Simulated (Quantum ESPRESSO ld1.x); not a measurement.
Problem. The mean radii <r> (bohr) of the occupied orbitals of an atom or ion are listed with their occupations. Method: scalar-relativistic Kohn-Sham, LDA (Slater exchange, VWN5 correlation), spin-polarised, spherical densities, point nucleus; computed with ld1.x of Quantum ESPRESSO 7.5.

| orbital | occ. | <r> |
|---|---|---|
| 1s up | 1 | 0.01579 |
| 1s down | 1 | 0.01579 |
| 2s up | 1 | 0.06648 |
| 2s down | 1 | 0.06647 |
| 2p up | 3 | 0.06054 |
| 2p down | 3 | 0.06053 |
| 3s up | 1 | 0.1701 |
| 3s down | 1 | 0.1701 |
| 3p up | 3 | 0.1717 |
| 3p down | 3 | 0.1716 |
| 3d up | 5 | 0.1551 |
| 3d down | 5 | 0.1551 |
| 4s up | 1 | 0.3458 |
| 4s down | 1 | 0.3460 |
| 4p up | 3 | 0.3591 |
| 4p down | 3 | 0.3594 |
| 4d up | 4 | 0.3576 |

Name the element and its charge. Open shells, if any, are filled with parallel spins first.

Solution. Z = 83, bismuth, charge +43: Bi43+ in [Kr] 4d4. The 1s radius gives Z: for a bare nucleus <r> = (2 gamma + 1)/(2Z) with gamma = sqrt(1 - (Z/c)^2), 0.01561 bohr for Z = 83, and screening makes it slightly larger (0.01579 here). The occupations add up to 40, and the charge is Z minus that.
